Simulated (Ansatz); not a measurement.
## A basis-limit estimate, worked out

An elementary step of Si2H6O2, closed shell (Si₂H₆O₂ ([OH][SiH]([OH])[SiH3]) → Si₂H₄O ([O][SiH][SiH3]) + H₂O (still joined by a long Si–O bond); bonds formed: O2–H4; bonds broken: O3–H4; bonds weakened to dative contacts: Si1–O2). “Start” is the structure reached by relaxing down from the saddle towards the reactants; PBE0-D4/def2-TZVP structures. The saddle:

Si1  (-0.653, 0.005, -0.500)
O2  (0.717, 1.025, -1.314)
O3  (-0.589, -0.892, -1.779)
H4  (0.452, 0.259, -2.010)
H5  (-1.722, 1.039, -0.330)
Si6  (0.200, -0.718, 1.561)
H7  (0.479, 1.898, -1.650)
H8  (0.424, 0.448, 2.460)
H9  (-0.789, -1.624, 2.203)
H10  (1.481, -1.442, 1.360)
(Å)

Program: Ansatz 0.2.0. Basis: def2-TZVPP and def2-QZVPP. Cores are frozen in the correlated methods.

Energies in eV:

| quantity | saddle | start |
| --- | --- | --- |
| Hartree–Fock, triple zeta (X = 3) | -19896.18836 | -19898.96820 |
| Hartree–Fock, quadruple zeta (X = 4) | -19896.89308 | -19899.67680 |
| MP2 correlation, X = 3 | -20.49414 | -19.90615 |
| MP2 correlation, X = 4 | -22.10373 | -21.51448 |
| CCSD(T) correlation, X = 3 | -22.24867 | -21.71398 |

(1) Work out the barrier at the basis limit: extrapolate Hartree–Fock as E(X) = E∞ + A exp(−7.88 √X) and the MP2 correlation as E(X) = E∞ + B X^−2.97 (the exponents that Neese and Valeev fitted for def2-TZVPP and QZVPP), then add CCSD(T) − MP2 in triple zeta.

T1 diagnostic: at most 0.018.

Results:

(1) Each step is linear, so take the differences first (saddle − start): Hartree–Fock 2.77984 (X = 3) and 2.78372 (X = 4); MP2 correlation -0.58799 and -0.58925; CCSD(T) correlation -0.53469.
Two points give E∞ = E(4) + w [E(4) − E(3)], with w = 1/(exp(7.88 (2 − √3)) − 1) = 0.1377 for Hartree–Fock and w = 1/((4/3)^2.97 − 1) = 0.7407 for the correlation.
Hartree–Fock: 2.78372 + 0.1377 × 0.00388 = 2.7843 eV.
MP2 correlation: -0.58925 + 0.7407 × (-0.00126) = -0.5902 eV.
CCSD(T) − MP2: -0.53469 − (-0.58799) = 0.0533 eV.
Sum: 2.7843 + (-0.5902) + 0.0533 = 2.2474 eV, or 51.83 kcal/mol. Plain CCSD(T) in triple zeta gives 2.2452 eV, so the larger basis shifts the result by 0.0022 eV.

Labels in which every atom is bracketed show which atoms are joined, not bond orders.

For scale, one of the runs: CCSD(T)/def2-TZVPP, 230 basis functions, launched by `ansatz run in.yaml --threads 4 --pin off --events-out ev --progress --plain --max-ram 9574MiB`. Time: 30 s of wall clock on 4 CPU threads of an Intel Xeon Platinum 8488C; the host was shared. Peak host memory: 3.8 GiB.
